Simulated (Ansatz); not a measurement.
Computed with Ansatz on PBE0-D4/def2-TZVP structures; ΔE is electronic, products minus reactants. CCSD(T)/CBS is the MP2 limit (def2-TZVPP, def2-QZVPP) plus CCSD(T) − MP2 in def2-TZVPP, frozen cores. This one scheme is used for every species. DFT in def2-TZVPP. def2 core potentials past Kr. For Hf outer-core shells are correlated without core-valence functions, which leaves a few kJ/mol of doubt a bond. One conformer a species, not always the lowest.

Reaction (redistribution): `C[O][Hf]([OH])([Cl])[Cl]` + `CNBF` → `C[NH][Hf]([OH])([Cl])[Cl]` + `COBF`

`C[O][Hf]([OH])([Cl])[Cl]`:

Cartesian coordinates in Å:
```
C 1.436 -1.243 0.509
O 0.379 -0.493 -0.001
Hf -1.039 0.582 -0.627
O -1.216 2.139 0.450
Cl -3.029 -0.684 -0.517
Cl -0.561 1.213 -2.852
H 1.893 -0.730 1.360
H 2.197 -1.392 -0.263
H 1.077 -2.222 0.840
H -1.137 2.829 1.101
```

`CNBF`:

```xyz
9

C     0.627   -0.915    0.317
N     0.271    0.353   -0.270
B    -0.983    0.947   -0.231
F    -1.163    2.134   -0.825
H     1.412   -0.806    1.071
H    -0.250   -1.343    0.802
H     0.976   -1.627   -0.438
H     1.019    0.833   -0.747
H    -1.909    0.424    0.320
```

`C[NH][Hf]([OH])([Cl])[Cl]`:

Z-matrix (Å, degrees):
```
Hf
N 1 2.003
C 1 3.162 2 19.9
Cl 1 2.365 2 108.6 3 -120.9
O 1 1.901 2 105.2 3 0.0
Cl 1 2.365 2 108.6 3 120.9
H 1 2.625 2 20.1 3 -180.0
H 3 1.092 1 81.7 2 179.9
H 3 1.096 1 122.9 2 74.3
H 3 1.096 1 122.8 2 -74.6
H 5 0.953 1 162.4 2 180.0
```

`COBF`:

Z-matrix (Å, degrees):
```
C
O 1 1.413
H 1 1.093 2 111.6
H 1 1.091 2 108.9 3 -120.7
H 1 1.091 2 108.9 3 120.7
B 2 1.339 1 121.8 3 -0.2
F 6 1.325 2 117.6 1 180.0
H 6 1.199 2 123.0 1 -0.0
```

| level | ΔE (kJ/mol) |
| --- | --- |
| PBE-D4 | 63.2 |
| ωB97X-V | 66.0 |
| PBE | 64.8 |
| CCSD(T)/def2-TZVPP | 62.0 |
| HF/def2-QZVPP | 69.0 |
| MP2/def2-QZVPP | 63.3 |
| SCS-MP2/def2-QZVPP | 63.9 |
| CCSD/CBS(def2) | 63.9 |

Question: What does CCSD(T)/CBS give? (Estimate.)

Answer: The calculation gave: +62.6 kJ/mol. The listed levels differ from it by 0.6, 3.4, 2.2, -0.6, 6.4, 0.7, 1.3, 1.3 kJ/mol.

Largest T1 diagnostic among the species: 0.014.

In def2-TZVPP, CCSD(T) changes the Hartree–Fock value by −6.9 kJ/mol (the triples alone add −1.3 kJ/mol) and MP2 by −6.0 kJ/mol.
